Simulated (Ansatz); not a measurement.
Reaction (hydrogenolysis of a Ge–Cl bond): `[F][Ge]([F])([Cl])[SeH]` + H₂ → `[F][GeH]([F])[SeH]` + HCl

Gas-phase electronic energies from Ansatz, PBE0-D4/def2-TZVP geometries. CCSD(T)/CBS is the MP2 limit (def2-TZVPP, def2-QZVPP) plus CCSD(T) − MP2 in def2-TZVPP, frozen cores. This one scheme is used for every species. DFT in def2-TZVPP. HSE06 is defined as in plane-wave codes. For Ge, Se outer-core shells are correlated without core-valence functions, which leaves a few kJ/mol of doubt a bond. Scalar relativity is left out up to krypton. Each species was taken in one conformer, which may not be the lowest.

`[F][Ge]([F])([Cl])[SeH]`:

Cartesian coordinates in Å:
```
F -0.403 -1.533 1.384
Ge 0.142 -0.433 0.188
F 0.493 -1.403 -1.182
Cl 1.988 0.391 0.808
Se -1.561 1.080 -0.187
H -0.658 1.898 -1.010
```

H₂:

Cartesian coordinates in Å:
```
H -0.133 0.216 0.273
H 0.133 -0.216 -0.273
```

`[F][GeH]([F])[SeH]`:

Cartesian coordinates in Å:
```
F 0.520 -1.333 -1.500
Ge -0.018 -0.505 -0.089
F -1.729 -0.718 -0.086
Se 0.544 1.719 -0.431
H 0.523 -1.208 1.156
H 0.162 2.044 0.951
```

HCl:

Z-matrix (Å, degrees):
```
Cl
H 1 1.279
```

```
             level  ΔE (kJ/mol)  difference from CCSD(T)/CBS
        r2SCANh-D4         56.2                          6.2
        r2SCAN0-D4         54.3                          4.3
          HSE06-D4         51.4                          1.4
           ωB97M-V         51.9                          1.9
          PBE-QIDH         51.2                          1.2
            revPBE         47.1                         -2.9
              BLYP         44.5                         -5.5
            r2SCAN         56.2                          6.2
              PBE0         46.3                         -3.7
           r2SCANh         54.7                          4.7
           r2SCAN0         52.6                          2.6
RPA@PBE/def2-TZVPP         46.5                         -3.5
   CCSD/def2-TZVPP         45.0                         -5.0
SCS-MP2/def2-QZVPP         52.6                          2.6
      HF/CBS(def2)         38.5                        -11.5
     MP2/CBS(def2)         58.3                          8.3
       CCSD(T)/CBS         50.0                            0
```

Largest T1 diagnostic among the species: 0.011.

In def2-TZVPP, CCSD(T) changes the Hartree–Fock value by +10.3 kJ/mol (the triples alone add +4.5 kJ/mol) and MP2 by +18.6 kJ/mol. Leaving LDA and LC-ωPBE aside and taking each functional with its dispersion term where it has one, the values, not all of them listed here, spread over 11.1 kJ/mol, from CAM-B3LYP-D4 to revPBE-D4.
